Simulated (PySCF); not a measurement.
Static response to an electric field

Compound: C4H7GeN.
Cartesian coordinates in Å at the PBE0-D3(BJ)/def2-SVP level; atoms count from 1:
```
atom  x, y, z in Å
N1     3.1284   -0.9153   -0.8725
C2     2.2185   -0.3909   -0.3800
Ge3    0.6619    0.4450    0.3979
C4    -0.6376    0.9165   -1.0018
C5    -1.2900   -0.4734   -0.7802
C6    -0.7838   -0.8693    0.6317
H7     1.1679    1.4014    1.4865
H8    -0.2780    1.1339   -2.0162
H9    -1.2820    1.7441   -0.6680
H10   -2.3878   -0.4729   -0.8779
H11   -0.9038   -1.1866   -1.5251
H12   -1.4694   -0.5496    1.4314
H13   -0.5295   -1.9264    0.7843
```

Level: wB97X-D/def2-SVPD (PySCF), static field, nuclei fixed, core orbitals frozen in the response. The polarisability tensor in these axes (au):

```
x   91.31 -1.50  0.44
y   -1.50 70.40  2.73
z    0.44  2.73 70.81
```

Task: What are the eigenvalues, a third of the trace, and Δα (Δα² = ½Σ(αi − αj)² over the three pairs)?

Result: Principal values 67.79, 73.31 and 91.42 au; mean 77.51 au = 11.49 Å³ = 12.78 × 10⁻⁴⁰ C²·m²/J; Δα = 21.41 au (28 % of the mean).

Task: What is the dipole moment, and where does it point?

Result: (-3.84, 1.60, 1.41) D, 4.39 D in size, pointing from the negative to the positive side. Measured along this direction, the outermost atoms are N1 at the negative end and H10, H12 and H9 at the positive end.

Task: In TDDFT the mean static polarisability is Σ f/ω² over all singlet excitations (ω in hartree). How much of it do the 6 lowest give? Their energies (eV) and oscillator strengths: 6.77, 0.0066; 7.02, 0.1163; 7.15, 0.0128; 7.48, 0.0001; 7.65, 0.0757; 7.90, 0.0090.

Result: They add up to 3.11 au, 4.0 % of the 77.51 au; the largest single term is 1.75 au, from the state at 7.02 eV. Terms in order: 0.11, 1.75, 0.19, 0.00, 0.96, 0.11 au. Higher excitations give the rest. The strengths listed sum to 0.220.

Task: Along which axes do the principal values lie, and how far do the nuclei extend along each?

Result: Largest value along (1.00, -0.07, 0.01), where the nuclei span 5.53 Å; middle along (0.04, 0.67, 0.74), 4.05 Å; least along (0.06, 0.74, -0.67), 4.16 Å. 

Task: What depolarisation ratio follows for Rayleigh scattering of linearly polarised light, taking the static tensor?

Result: ρ = 3Δα²/(45ᾱ² + 4Δα²) = 1374.6/(270339 + 1832.8) = 0.00505.

Task: How large is μ²/3kT at 273 K beside α?

Result: In Gaussian units μ²/3kT = 170.23 Å³ against 11.49 Å³, a ratio of 14.82; the Debye molar polarisation (4π/3)N_A(α + μ²/3kT) is 458.4 cm³/mol, leaving out the vibrational part.

Task: Molar refractivity from α?

Result: Lorentz–Lorenz: R = (4π/3)N_A α = 2.5225 cm³/(mol·Å³) × 11.49 Å³ = 29.0 cm³/mol, in the limit of long wavelengths.

One conformer (not necessarily the lowest) at the PBE0-D3(BJ)/def2-SVP geometry, without solvent, vibrations or thermal averaging. The calculation is non-relativistic, for germanium too.

The run behind these numbers computed excited states as well. Cost: about 50 s of CPU time on one thread; the machine was shared, so the figure is rough.
